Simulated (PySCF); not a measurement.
Ge(OMe)(SH), CH4GeOS, SMILES C[O][Ge][SH], singlet, PBE0/def2-SVP optimised geometry.

```
8

Ge    -0.04    -0.88     0.00
O     -0.16     0.90     0.00
C     -1.38     1.58     0.00
H     -1.46     2.23     0.89
H     -1.46     2.23    -0.89
H     -2.26     0.90     0.00
S      2.20    -0.88     0.00
H      2.26    -2.23     0.00
```

Density from PySCF with PBE0/def2-TZVP at that geometry.

Minimum of the electron density along straight lines between bonded atoms, close to the bond critical point (lines longer than 1.1 times the sum of covalent radii, or with two minima, are not listed):

```tsv
bond	length / Å	ρ at the minimum / e bohr⁻³	∇²ρ there / e bohr⁻⁵	position (fraction from the first atom)
Ge1–O2	1.789	…	0.65	0.47
O2–C3	1.400	0.265	-0.54	0.65
C3–H4	1.103	0.277	-0.96	0.65
C3–H5	1.103	0.277	-0.96	0.65
C3–H6	1.108	0.273	-0.93	0.64
Ge1–S7	2.244	…	0.06	0.43
S7–H8	1.352	0.210	…	0.64
```

### Question
Some entries are withheld; supply them.

### Answer

- Ge1–O2, ρ at the minimum / e bohr⁻³: 0.138
- Ge1–S7, ρ at the minimum / e bohr⁻³: 0.098
- S7–H8, ∇²ρ there / e bohr⁻⁵: -0.59
